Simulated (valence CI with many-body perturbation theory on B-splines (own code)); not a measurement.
Hg LXXIV: calculated level list

Calculated by configuration interaction combined with many-body perturbation theory (CI+MBPT): five valence electrons over a frozen Dirac-Fock core [He], a basis of 11 s, 11 p, 10 d, 8 f, 5 g, 2 h functions for each j, with the one-electron correlation potential Σ1, the two-electron term Σ2, the three-electron term Σ3, Breit, model QED; selected CI, second order for the rest, scaled by the run's own slope (own B-spline code, finite nucleus).

No measured spectrum was set against this ion. As an estimate, large intervals hold to a few tenths of a per cent, small ones and those within an open d or f shell to about a per cent. Among the levels kept, up to 7500 cm⁻¹ of a level comes from second order outside the variational space, and about a tenth of that is noise between levels of different J, which matters for small intervals.

Levels 181 to 202 of 202, with energies above the lowest level, (2s^2 2p1/2^2 2p3/2) J=3/2. "Leading %" is the weight of the configuration and term that name the level; weights of strongly mixed levels are sums over their largest components and can fall short. In the jj column 3d3/2^4 stands for four electrons in 3d with j = 3/2. Lifetimes count E1, E2, E3, M1 and M2 decay at the calculated energies, and are blank where another channel may lead or the interval is too uncertain; long ones can be off by a factor of two.

```csv
No.,Configuration,Term,J,E (eV),Leading %,Leading jj,g,Lifetime
181,2s 2p3 3d,2P°,1/2,15689,36,2s 2p1/2 2p3/2^2 3d3/2 (82 %),0.935,348 as
182,2s 2p3 3d,4D°,3/2,15691,44,2s 2p1/2 2p3/2^2 3d5/2 (84 %),1.177,379 as
183,2s 2p3 3d,2F°,7/2,15721,53,2s 2p1/2 2p3/2^2 3d5/2 (97 %),1.172,588 as
184,2s 2p3 3d,2S°,1/2,15721,49,2s 2p1/2 2p3/2^2 3d5/2 (85 %),1.400,544 as
185,2s 2p3 3d,2P°,3/2,15727,56,2s 2p1/2 2p3/2^2 3d5/2 (96 %),1.334,442 as
186,2s 2p3 3d,2D°,5/2,15734,53,2s 2p1/2 2p3/2^2 3d5/2 (97 %),1.193,371 as
187,2s 2p3 3d,4P°,5/2,15773,31,2s 2p1/2 2p3/2^2 3d5/2 (99 %),1.286,952 as
188,2s 2p3 3d,4D°,7/2,15787,53,2s 2p1/2 2p3/2^2 3d5/2 (98 %),1.228,9.49 fs
189,2s 2p3 3d,4D°,5/2,15795,38,2s 2p1/2 2p3/2^2 3d5/2 (99 %),1.259,1.07 fs
190,2s 2p3 3d,2G°,9/2,15798,81,2s 2p1/2 2p3/2^2 3d5/2 (100 %),1.112,18.5 fs
191,2s 2p3 3d,2F°,7/2,15803,57,2s 2p1/2 2p3/2^2 3d5/2 (100 %),1.145,4.39 fs
192,2s 2p3 3d,2F°,7/2,15809,48,2s 2p1/2 2p3/2^2 3d5/2 (99 %),1.189,470 as
193,2s 2p3 3d,2D°,3/2,15814,50,2s 2p1/2 2p3/2^2 3d5/2 (99 %),0.995,435 as
194,2s 2p3 3d,2F°,5/2,15817,39,2s 2p1/2 2p3/2^2 3d5/2 (100 %),1.097,1.49 fs
195,2s 2p3 3d,2P°,3/2,15819,37,2s 2p1/2 2p3/2^2 3d5/2 (98 %),1.153,2.78 fs
196,2s 2p3 3d,2S°,1/2,15820,47,2s 2p1/2 2p3/2^2 3d5/2 (98 %),1.308,404 as
197,2s 2p3 3d,2P°,3/2,15832,38,2s 2p1/2 2p3/2^2 3d5/2 (98 %),1.220,263 as
198,2s 2p3 3d,2D°,5/2,15833,44,2s 2p1/2 2p3/2^2 3d5/2 (99 %),1.055,276 as
199,2p4 3p,4D°,7/2,15910,66,2p1/2^2 2p3/2^2 3p3/2 (97 %),1.303,1.89 fs
200,2p4 3p,2D°,5/2,15910,50,2p1/2^2 2p3/2^2 3p3/2 (98 %),1.301,1.81 fs
201,2p4 3p,2P°,1/2,15911,50,2p1/2^2 2p3/2^2 3p3/2 (98 %),1.267,1.73 fs
202,2p4 3p,2P°,3/2,15966,47,2p1/2^2 2p3/2^2 3p3/2 (98 %),1.300,1.85 fs
```
